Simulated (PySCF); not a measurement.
Si(H)3(SH) (H4SSi), SMILES [SiH3]S.

The structure is a stationary point at r2SCAN-D4/def2-TZVP.

Vertical ionisation energy (IE) and electron affinity (EA) in eV. Rows of orbital energies are one-electron estimates. Where ΔSCF, EOM or ADC give a negative EA the extra electron is unbound and the value depends on the basis.

| level | IE | EA |
|---|---|---|
| −ε(HOMO), −ε(LUMO), PBE/def2-TZVPD (PySCF) | (withheld) | (withheld) |
| −ε(HOMO), −ε(LUMO), r2SCAN/def2-TZVPD (PySCF) | 6.60 | 0.48 |
| ADC(2)/aug-cc-pVDZ (PySCF) | 9.50 | -0.63 |

Some entries are withheld; supply them. (An estimate is asked for; the answer gives what the named calculation found.)


- −ε(HOMO), −ε(LUMO), PBE/def2-TZVPD (PySCF), IE: 6.34
- −ε(HOMO), −ε(LUMO), PBE/def2-TZVPD (PySCF), EA: 1.02

Beyond the first one, list the lowest photoelectron lines from ADC(2)/aug-cc-pVDZ run with PySCF 2.14.0 with their pole strengths (two spins summed). (An estimate is asked for; the answer gives what the named calculation found.)

11.48 eV (1.81), 12.50 eV (1.84), 12.90 eV (1.84), 14.21 eV (1.81), 18.14 eV (1.77).
